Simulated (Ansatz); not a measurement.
Molecule: CH3BClS, charge 0, multiplicity 2. It need not be the lowest isomer of its formula. SMILES: CS[B]Cl
Coordinates optimised at B3LYP-D3(BJ)/def2-TZVP (Ansatz, a first-principles code):
```xyz
7

C     -1.6870    -0.3234    -0.7569
S     -0.6708     1.1674    -0.3800
B      0.8041     0.5711     0.3354
Cl     1.3239    -1.0470     0.6733
H     -1.9024    -0.8653     0.1599
H     -1.1579    -0.9640    -1.4572
H     -2.6118     0.0342    -1.2045
```
Charge 0, spin multiplicity 2.

Wanted: atomisation energy (electronic, to ground-state atoms), in kcal/mol. Valence correlation only, unless marked. UHF or UKS for open shells. Spin-orbit coupling is left out. Non-relativistic. The coupled-cluster limit lacks core correlation, which all-electron functionals hold. CBS marks a two-point X^-3 extrapolation of the correlation energy; Hartree-Fock from the larger set.

```tsv
level	program	atomisation energy (kcal/mol)
HF/cc-pV(D+d)Z	Ansatz	421.1
revPBE-D3(BJ)/def2-TZVPD	Ansatz + dftd3	579.2
r2SCAN-D3(BJ)/def2-TZVPD	Ansatz + dftd3	587.0
PBE0-D3(BJ)/def2-TZVPD	Ansatz + dftd3	584.9
r2SCANh-D4/def2-TZVPD	Ansatz + dftd4	582.8
HSE06-D4/def2-TZVPD	Ansatz + dftd4	585.2
CCSD/cc-pV(D+d)Z	Ansatz	519.3
CCSD(T)/6-31G*	Ansatz	523.1
CCSD(T)/cc-pV(D+d)Z	Ansatz	527.3
CCSD(T)/CBS(aug-cc-pV(T+d)Z,aug-cc-pV(Q+d)Z)	Ansatz	572.3
```
